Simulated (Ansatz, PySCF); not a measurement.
fluoro(fluorosilylsulfanyl)silane (F₂H₄SSi₂), SMILES F[SiH2]S[SiH2]F. Atoms are numbered in the order given.

```xyz
9

Si    -1.6193    -0.1827    -0.0254
F     -2.0906     0.5611     1.3428
S      0.0596     0.8288    -0.8913
Si     1.6080    -0.0643     0.2902
F      2.0073    -1.5256    -0.3036
H     -1.2565    -1.5717     0.3347
H     -2.7223    -0.1001    -1.0047
H      1.1456    -0.2700     1.6811
H      2.7873     0.8197     0.1893
```
Charge 0, spin multiplicity 1.

Geometry: TPSSh-D3(BJ)/def2-SVP. Other conformers were not sampled.

Vertical ionisation energy (IE) and electron affinity (EA) in eV. Rows of orbital energies are one-electron estimates. Where ΔSCF, EOM or ADC give a negative EA the extra electron is unbound and the value depends on the basis.

```json
[
 {"level": "−ε(HOMO), −ε(LUMO), HF/def2-TZVP (PySCF)", "IE": "11.13", "EA": "-2.78"},
 {"level": "−ε(HOMO), −ε(LUMO), PBE/def2-TZVP (PySCF)", "IE": "7.14", "EA": "1.36"},
 {"level": "ΔSCF, CAM-B3LYP/def2-SVPD (Ansatz), final states of multiplicity 2 and 2", "IE": "…", "EA": "…"},
 {"level": "ΔSCF, PBE/def2-SVPD (Ansatz), final states of multiplicity 2 and 2", "IE": "10.37", "EA": "-0.68"}
]
```

Task: Fill in the missing entries. (Estimate from the structure and the level; the computed values follow.)

Result: 
- ΔSCF, CAM-B3LYP/def2-SVPD (Ansatz, a first-principles code), final states of multiplicity 2 and 2, IE: 10.54
- ΔSCF, CAM-B3LYP/def2-SVPD (Ansatz), final states of multiplicity 2 and 2, EA: -1.06

Task: What vertical singlet–triplet gap does ΔSCF give with CAM-B3LYP/def2-SVPD (Ansatz) and with PBE/def2-SVPD (Ansatz)? (The exact figures need the calculation; the answer reports its results.)

Result: 6.37 and 5.91 eV (triplet above singlet where positive).
